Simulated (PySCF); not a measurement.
Stepwise substitution at one centre (B NH2-H). Isolated molecules, 0 K electronic values unless said otherwise. Strings in code marks are SMILES.

The HOMO–LUMO gap from two functionals at the same geometries (B3LYP-D3(BJ)/def2-TZVP), both in PySCF: PBE-D3(BJ)/def2-TZVP and M06-2X/def2-TZVP. 

```tsv
species	PBE-D3(BJ)/def2-TZVP (eV)	M06-2X/def2-TZVP (eV)
0 of 3 NH2 replaced by H (`NB(N)N`)	5.17	9.42
1 of 3 NH2 replaced by H	5.78	9.92
2 of 3 NH2 replaced by H	6.58	11.15
3 of 3 NH2 replaced by H (`B`)	5.44	10.25
```

Over these rows, drawn at random from the members with no instability flagged (it was tested for open shells, ions and some series alone), PBE minus M06-2X: mean -4.45 eV, from -4.82 eV to -4.14 eV.
